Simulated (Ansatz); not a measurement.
Geometry optimisation, Ansatz 0.2.0, RKS B3LYP/def2-SVP.

Input file:

```yaml
crystal:
  periodic: [false, false, false]
  atoms:
    - { symbol: Al, position_ang: [-0.9144, 1.4104, -0.1175] }
    - { symbol: "N", position_ang: [0.2669, 0.3514, 0.8529] }
    - { symbol: Si, position_ang: [-0.0746, -1.3487, 0.5053] }
    - { symbol: O, position_ang: [1.5651, -1.4434, -0.2336] }
    - { symbol: P, position_ang: [1.8816, 0.234, 0.0109] }
    - { symbol: H, position_ang: [-1.7728, 2.6254, 0.6181] }
    - { symbol: H, position_ang: [-1.1696, 1.1971, -1.6835] }
    - { symbol: H, position_ang: [0.16974, 0.25182, 1.88355] }
    - { symbol: H, position_ang: [-1.1227, -1.5666, -0.4065] }
    - { symbol: H, position_ang: [1.4705, 0.6127, -1.2945] }
basis:
  gaussian: { orbitals: def2-SVP }
hamiltonian:
  xc: b3lyp
relax:
  f_tol: 0.02
  max_steps: 50
output:
  orbitals: {}
```

Run as:

```bash
$ ansatz run input.yaml --threads 2 --pin off --max-ram 3072MiB --backend cpu --events-out ev --progress --plain --runs-dir out
```

Problem. Where does it end, and by what steps?

Solution. It converged. After 13 steps the energy has fallen by 2.822 eV; H6 moved furthest, 1.30 Å. Joined: Al1–H9.

```json
{"step": "0", "energy less start (eV)": "0.0000", "largest force component (eV/Å)": "5.698", "accepted": "yes"}
{"step": "1", "energy less start (eV)": "-1.4085", "largest force component (eV/Å)": "3.056", "accepted": "yes"}
{"step": "2", "energy less start (eV)": "-1.9129", "largest force component (eV/Å)": "1.213", "accepted": "yes"}
{"step": "3", "energy less start (eV)": "-2.0468", "largest force component (eV/Å)": "0.578", "accepted": "yes"}
{"step": "4", "energy less start (eV)": "-2.1464", "largest force component (eV/Å)": "0.554", "accepted": "yes"}
{"step": "5", "energy less start (eV)": "-2.2881", "largest force component (eV/Å)": "0.598", "accepted": "yes"}
{"step": "6", "energy less start (eV)": "-2.4866", "largest force component (eV/Å)": "0.572", "accepted": "yes"}
{"step": "7", "energy less start (eV)": "-2.6923", "largest force component (eV/Å)": "0.560", "accepted": "yes"}
{"step": "8", "energy less start (eV)": "-2.7882", "largest force component (eV/Å)": "0.647", "accepted": "yes"}
{"step": "9", "energy less start (eV)": "-2.8095", "largest force component (eV/Å)": "0.270", "accepted": "yes"}
{"step": "10", "energy less start (eV)": "-2.8189", "largest force component (eV/Å)": "0.090", "accepted": "yes"}
{"step": "11", "energy less start (eV)": "-2.8217", "largest force component (eV/Å)": "0.048", "accepted": "yes"}
{"step": "12", "energy less start (eV)": "-2.8221", "largest force component (eV/Å)": "0.021", "accepted": "yes"}
{"step": "13", "energy less start (eV)": "-2.8223", "largest force component (eV/Å)": "0.015", "accepted": "yes"}
```

```xyz
10
Properties=species:S:1:pos:R:3
Al -1.084 1.046 -0.253
N 0.464 0.523 0.800
Si -0.221 -1.394 0.793
O 1.258 -1.598 -0.092
P 1.933 -0.074 -0.066
H -2.283 1.433 0.710
H -0.737 1.748 -1.627
H 0.661 0.969 1.698
H -1.213 -0.709 -0.457
H 1.522 0.382 -1.372
```

Whether the end is a true minimum wasn't checked by a vibrational analysis.

Time of the run: 45 s on 2 threads of Arm Neoverse V2, on a shared host, peak memory 0.24 GiB.
